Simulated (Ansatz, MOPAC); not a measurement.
Species: C₂H₆BO, net charge 0, doublet state. SMILES: CB(C)[O]

Atoms: C1, B2, C3, O4, H5, H6, H7, H8, H9, H10. Bonds: C1-B2, C1-H5, C1-H6, C1-H7, B2-C3, B2-O4, C3-H8, C3-H9, C3-H10.

Bond lengths (Å) and angles (degrees) optimised at PM3 with MOPAC; MNDO with MOPAC; HF/STO-3G with Ansatz (a first-principles code), each started from the B3LYP-D3(BJ)/def2-TZVP structure (Ansatz) of the last column. A row stands for all coordinates that are equal there; 9 of 10 kinds are shown. No wavenumbers were computed at MNDO, HF/STO-3G, so these may be saddle points.

```
coordinate    PM3   MNDO  HF/STO-3G  B3LYP-D3(BJ)/def2-TZVP
----------  -----  -----  ---------  ----------------------
C1-B2       1.567  1.587      1.584                   1.602
C1-H5       1.095  1.107      1.084                   1.088
C1-H6       1.097  1.109      1.085                   1.092
B2-O4       1.297  1.293      1.350                   1.297
C1-B2-C3    117.9  120.2      123.0                   120.2
C1-B2-O4    121.0  119.9      118.5                   119.9
B2-C1-H5    113.5  113.4      112.9                   112.9
B2-C1-H6    109.2  108.9      110.2                   108.5
H5-C1-H6    108.2  108.3      108.1                   109.4
```

Mean signed difference of all 9 bond lengths from B3LYP-D3(BJ)/def2-TZVP: PM3 -0.004 Å, MNDO 0.008 Å, HF/STO-3G -0.002 Å.
